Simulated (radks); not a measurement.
Initial-state core-level shifts of neutral silicon when its valence configuration changes from [Ne] 3s2 3p2. Calculated with a radial shooting solver on a logarithmic mesh with Libxc functionals: Dirac Kohn-Sham, PBEsol, spin-unpolarised, spherical densities, finite nucleus; open shells are shared between the two j in proportion to 2j + 1; Fermi nuclear charge, rms radius 3.1224 fm. Shifts are changes of the shell-averaged eigenvalues in eV (positive: less bound); the change of the density at the nucleus, which sets a Mossbauer isomer shift, is in e/bohr^3, on a base of 1902.

| valence | 1s | 2s | 2p | density at nucleus |
|---|---|---|---|---|
| 3s1 3p3 | -1.703 | -1.657 | -1.644 | -4.6228 |
| 3s0.5 3p3.5 | -2.508 | -2.442 | -2.423 | -7.0637 |
| 3p4 | -3.287 | -3.204 | -3.177 | -9.5833 |
| 3s1.5 3p2.5 | -0.868 | -0.844 | -0.838 | -2.2661 |
